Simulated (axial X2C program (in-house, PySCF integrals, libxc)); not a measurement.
**Outer orbitals of AlW at 2.626 Å, TPSS**

All values were computed with an in-house all-electron X2C program for linear molecules (integrals from PySCF). Spin-free means the one-electron spin-free X2C Hamiltonian; two-component (2c) means X2C with spin–orbit coupling and atomic mean-field two-electron Coulomb and Gaunt terms, so the difference of the two also holds small scalar two-electron terms. Basis: W dyall-cv3z [13s14p9d7f4g], Al dyall-v3z [8s8p2d1f] (cores contracted in-house); Gaussian nuclei, density fitting, unrestricted open shells. Masses: W 183.951 u, Al 26.982 u.

The distance is close to the 2c PBE0 minimum; the highest filled and lowest empty levels are listed.

Spin-free orbitals, state M_S = 5/2, Λ = 0 (beyond evenly filled blocks: σα, π+α, π-α, δ+α, δ-α) (Löwdin shares):

```tsv
symmetry	occupied	ε (eV)	atomic character
σα	yes	-31.37	100% W f
π-α	yes	-31.37	100% W f
π+α	yes	-31.37	100% W f
δ-α	yes	-31.35	100% W f
δ+α	yes	-31.35	100% W f
φ-α	yes	-31.28	100% W f
φ+α	yes	-31.28	100% W f
σβ	yes	-31.00	100% W f
π-β	yes	-31.00	100% W f
π+β	yes	-31.00	100% W f
δ-β	yes	-30.99	100% W f
δ+β	yes	-30.99	100% W f
φ-β	yes	-30.91	100% W f
φ+β	yes	-30.91	100% W f
σα	yes	-8.61	53% Al s, 23% W s, 10% W d
σβ	yes	-7.92	62% Al s, 14% W s, 10% W d
σα	yes	-5.47	47% W s, 18% Al p, 17% W d
π-α	yes	-4.93	82% W d, 13% Al p, 3% Al d
π+α	yes	-4.93	82% W d, 13% Al p, 3% Al d
σα	yes	-4.57	64% W d, 19% Al p, 10% Al s
δ-α	yes	-4.57	99% W d
δ+α	yes	-4.57	99% W d
σβ	yes	-4.15	53% Al p, 27% W s, 8% Al s
π-β	no	-2.99	47% Al p, 44% W d, 5% W p
π+β	no	-2.99	47% Al p, 44% W d, 5% W p
π-α	no	-2.60	45% Al p, 37% W p, 14% W d
π+α	no	-2.60	45% Al p, 37% W p, 14% W d
```

Spinors with spin–orbit coupling (state Ω = 5/2):

```json
{"ω": "-3/2", "occupied": "yes", "ε (eV)": "-32.47", "atomic character": "100% W f", "λ mixture": "78% δ, 22% π"}
{"ω": "-5/2", "occupied": "yes", "ε (eV)": "-32.46", "atomic character": "100% W f", "λ mixture": "89% φ, 11% δ"}
{"ω": "-1/2", "occupied": "yes", "ε (eV)": "-32.44", "atomic character": "100% W f", "λ mixture": "65% π, 35% σ"}
{"ω": "1/2", "occupied": "yes", "ε (eV)": "-32.39", "atomic character": "100% W f", "λ mixture": "52% σ, 48% π"}
{"ω": "3/2", "occupied": "yes", "ε (eV)": "-32.33", "atomic character": "100% W f", "λ mixture": "63% δ, 37% π"}
{"ω": "5/2", "occupied": "yes", "ε (eV)": "-32.21", "atomic character": "100% W f", "λ mixture": "79% φ, 21% δ"}
{"ω": "7/2", "occupied": "yes", "ε (eV)": "-30.45", "atomic character": "100% W f", "λ mixture": "100% φ"}
{"ω": "5/2", "occupied": "yes", "ε (eV)": "-30.44", "atomic character": "100% W f", "λ mixture": "79% δ, 21% φ"}
{"ω": "3/2", "occupied": "yes", "ε (eV)": "-30.41", "atomic character": "100% W f", "λ mixture": "63% π, 37% δ"}
{"ω": "1/2", "occupied": "yes", "ε (eV)": "-30.36", "atomic character": "100% W f", "λ mixture": "52% π, 48% σ"}
{"ω": "-1/2", "occupied": "yes", "ε (eV)": "-30.31", "atomic character": "100% W f", "λ mixture": "65% σ, 35% π"}
{"ω": "-3/2", "occupied": "yes", "ε (eV)": "-30.25", "atomic character": "100% W f", "λ mixture": "78% π, 22% δ"}
{"ω": "-5/2", "occupied": "yes", "ε (eV)": "-30.18", "atomic character": "100% W f", "λ mixture": "89% δ, 11% φ"}
{"ω": "-7/2", "occupied": "yes", "ε (eV)": "-30.07", "atomic character": "100% W f", "λ mixture": "100% φ"}
{"ω": "1/2", "occupied": "yes", "ε (eV)": "-8.60", "atomic character": "53% Al s, 23% W s, 10% W d", "λ mixture": "100% σ"}
{"ω": "-1/2", "occupied": "yes", "ε (eV)": "-7.93", "atomic character": "62% Al s, 14% W s, 11% W d", "λ mixture": "100% σ"}
{"ω": "1/2", "occupied": "yes", "ε (eV)": "-5.45", "atomic character": "48% W s, 18% W d, 18% Al p", "λ mixture": "100% σ"}
{"ω": "-1/2", "occupied": "yes", "ε (eV)": "-5.05", "atomic character": "83% W d, 12% Al p, 2% Al d", "λ mixture": "98% π, 2% σ"}
{"ω": "-3/2", "occupied": "yes", "ε (eV)": "-4.83", "atomic character": "99% W d", "λ mixture": "99% δ, 1% π"}
{"ω": "3/2", "occupied": "yes", "ε (eV)": "-4.82", "atomic character": "81% W d, 14% Al p, 2% Al d", "λ mixture": "99% π, 1% δ"}
{"ω": "1/2", "occupied": "yes", "ε (eV)": "-4.58", "atomic character": "64% W d, 19% Al p, 10% Al s", "λ mixture": "98% σ, 2% π"}
{"ω": "5/2", "occupied": "yes", "ε (eV)": "-4.28", "atomic character": "99% W d", "λ mixture": "100% δ"}
{"ω": "-1/2", "occupied": "yes", "ε (eV)": "-4.16", "atomic character": "52% Al p, 27% W s, 7% Al s", "λ mixture": "99% σ, 1% π"}
{"ω": "1/2", "occupied": "no", "ε (eV)": "-3.05", "atomic character": "46% W d, 45% Al p, 5% W p", "λ mixture": "99% π, 1% σ"}
{"ω": "-3/2", "occupied": "no", "ε (eV)": "-2.94", "atomic character": "49% Al p, 42% W d, 5% W p", "λ mixture": "99% π, 1% δ"}
{"ω": "-1/2", "occupied": "no", "ε (eV)": "-2.73", "atomic character": "42% Al p, 39% W p, 15% W d", "λ mixture": "95% π, 5% σ"}
{"ω": "3/2", "occupied": "no", "ε (eV)": "-2.52", "atomic character": "46% Al p, 33% W p, 17% W d", "λ mixture": "98% π, 2% δ"}
```

Problem. How does the gap between the highest filled and lowest empty level change from the spin-free to the 2c table?

Solution. From 1.16 to 1.11 eV at TPSS, a change of -0.05 eV.

Mulliken charges and populations of the two-component result (they depend on the basis, above all on diffuse functions):

W -0.01 e (s 11.27 p 24.12 d 24.61 f 14.00), Al 0.01 e (s 5.87 p 7.05 d 0.07 f 0.01). ⟨Lz⟩ = 0.04 ħ and ⟨Sz⟩ = 2.46 ħ (2.39 and 0.07 on the two atoms), which add up to Ω.

The state is one determinant whose occupation by symmetry is held fixed; it was picked as the lowest of a PBE0 search that is not exhaustive. Density functionals use the spin component along the axis (collinear). With several unpaired electrons one determinant need not be a pure state. This is the top spin component of a Σ state; components of lower Ω are not single determinants and can lie lower. The determinant is spin-polarised beyond a pure state at some levels (its spin-free form has ⟨S²⟩ too high), which makes Re and μ there less reliable.
